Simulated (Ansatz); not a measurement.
System: BiBr$_{2}$, charge 0, multiplicity 2. It need not be the lowest isomer of its formula. 
Geometry from a B3LYP-D3(BJ)/def2-TZVP (Ansatz, an electronic-structure program) optimisation:
```
Bi
Br 1 2.6104
Br 1 2.6104 2 100.40
```
Charge 0, spin multiplicity 2.

Quantity: vertical ionisation energy (to the singlet state of charge +1; each state is the SCF solution reached for its spin; for the singlet T1 is 0.026), in eV. Correlated levels leave the core frozen unless marked. UHF or UKS for open shells. Spin-orbit coupling is left out. The frozen core is the preceding noble-gas configuration, with the filled d and f shells of earlier blocks. In def2 rows, elements after Kr have scalar-relativistic effective core potentials. CBS marks a two-point X^-3 extrapolation of the correlation energy; Hartree-Fock from the larger set. [CCSD(T)-MP2]/basis is that difference in the basis named.

```
level                                                          program  vertical ionisation energy (eV)
-------------------------------------------------------------  -------  -------------------------------
SVWN5/def2-TZVPD                                                Ansatz                             8.01
PBE/def2-TZVPD                                                  Ansatz                             7.85
r2SCAN/def2-TZVPD                                               Ansatz                             8.13
PBE0/def2-TZVPD                                                 Ansatz                             8.17
wB97M-V/def2-TZVPD                                              Ansatz                             8.32
wB97X-V/def2-TZVPD                                              Ansatz                                ?
RI-MP2/CBS(def2-TZVPPD,def2-QZVPPD)+[CCSD(T)-MP2]/def2-TZVPPD   Ansatz                             8.15
```

Q: What belongs in the gaps?

A: 
- wB97X-V/def2-TZVPD, vertical ionisation energy (eV): 8.31
